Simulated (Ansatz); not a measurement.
Species: sum formula SiHCl₂ (charge 0, doublet). It need not be the lowest isomer of its formula. SMILES: Cl[SiH]Cl
Structure (B3LYP-D3(BJ)/def2-TZVP (Ansatz, an electronic-structure program) minimum search):
```xyz
4

Cl    -0.0444    -1.6964     0.3495
Si    -0.5203     0.0665    -0.6084
Cl     0.4756     1.6440     0.2700
H     -0.0476    -0.0405    -2.0131
```
Charge 0, spin multiplicity 2.

Computed values are from Ansatz. Cores are frozen in the correlated levels unless marked. Open shells are spin-unrestricted. No spin-orbit coupling. Non-relativistic. CBS(X,Y): correlation extrapolated as X^-3; Hartree-Fock from the larger set. The bracket is a focal-point correction in the basis named.

| Property | Value |
|---|---|
| atomisation energy De | 259.8 kcal/mol at RI-MP2/CBS(aug-cc-pV(T+d)Z,aug-cc-pV(Q+d)Z)+[CCSD(T)-MP2]/aug-cc-pV(T+d)Z |
| vertical ionisation energy (to the singlet) | 9.02 eV at RI-MP2/CBS(aug-cc-pV(T+d)Z,aug-cc-pV(Q+d)Z)+[CCSD(T)-MP2]/aug-cc-pV(T+d)Z |
| vertical electron affinity (to the singlet; negative means unbound) | 1.61 eV at RI-MP2/CBS(aug-cc-pV(T+d)Z,aug-cc-pV(Q+d)Z)+[CCSD(T)-MP2]/aug-cc-pV(T+d)Z |
| total energy | -1209.2701 Eh at RI-MP2/CBS(aug-cc-pV(T+d)Z,aug-cc-pV(Q+d)Z)+[CCSD(T)-MP2]/aug-cc-pV(T+d)Z |
| dipole moment | 1.12 D at CCSD(T)/aug-cc-pV(D+d)Z |
| T1 diagnostic | 0.013 at CCSD/aug-cc-pV(T+d)Z |
